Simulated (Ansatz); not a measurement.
`N[SiH2][GeH2][Cl]` + `[SH][GeH3]` → `[Cl][GeH2][S][GeH3]` + `N[SiH3]` at 500 K and 1 bar (cleavage of the Ge–Si bond).

Computed with Ansatz on PBE0-D4/def2-TZVP structures; ΔE is electronic, products minus reactants. CCSD(T)/CBS adds triple-zeta CCSD(T) − MP2 to the extrapolated MP2 energy (def2 sets, frozen cores). This one scheme is used for every species. For Ge outer-core shells are correlated without core-valence functions, which leaves a few kJ/mol of doubt a bond. Scalar relativity is left out up to krypton. One conformer a species, not always the lowest.

| species | CCSD(T)/CBS energy (Eh) | H − E (kJ/mol) | S (J/(mol·K)) |
| --- | --- | --- | --- |
| `N[SiH2][GeH2][Cl]` | -2883.34819 | 209.4 | 443.9 |
| `[SH][GeH3]` | -2476.30083 | 114.8 | 326.3 |
| `[Cl][GeH2][S][GeH3]` | -5012.86081 | 162.8 | 456.1 |
| `N[SiH3]` | -346.80422 | 161.3 | 303.9 |

H − E and S are ideal-gas, rigid-rotor, harmonic terms from PBE0-D4/def2-TZVP, for one conformer and one mirror image of each species. 1 Eh = 2625.50 kJ/mol, R = 8.31446 J/(mol·K).

**Question.** By hand: ΔE, ΔH, ΔS and ΔG.

**Answer.** ΔE = (-5012.86081) + (-346.80422) − (-2883.34819) − (-2476.30083) = -0.01601 Eh = -42.0 kJ/mol. Δ(H − E) = 162.8 + 161.3 − 209.4 − 114.8 = -0.1, so ΔH = -42.1 kJ/mol. ΔS = 456.1 + 303.9 − 443.9 − 326.3 = -10.2 J/(mol·K). ΔG = -42.1 − 500 × (-10.2)/1000 = -37.0 kJ/mol.

**Question.** By hand: the equilibrium constant, and the temperature at which ΔG would vanish if ΔH and ΔS stayed fixed.

**Answer.** log₁₀ K = −ΔG/(RT ln 10) = 3.9. ΔG = 0 at ΔH/ΔS = 4127 K, far beyond where these terms or the molecules hold.

The number of gas molecules stays the same, so ΔS is small and ΔH decides. A doubt of 5 kJ/mol in ΔE shifts log₁₀ K by 0.5 here. Other conformers and mirror images would add mixing entropy, several J/(mol·K) or more a flexible species. Modes under 60 cm⁻¹, often nearly free rotors, make the harmonic entropy too high. These are equilibria of isolated gas molecules and say nothing of rates. Largest T1 diagnostic: 0.011 (customary marks: 0.02 for closed shells, 0.045 for open ones).
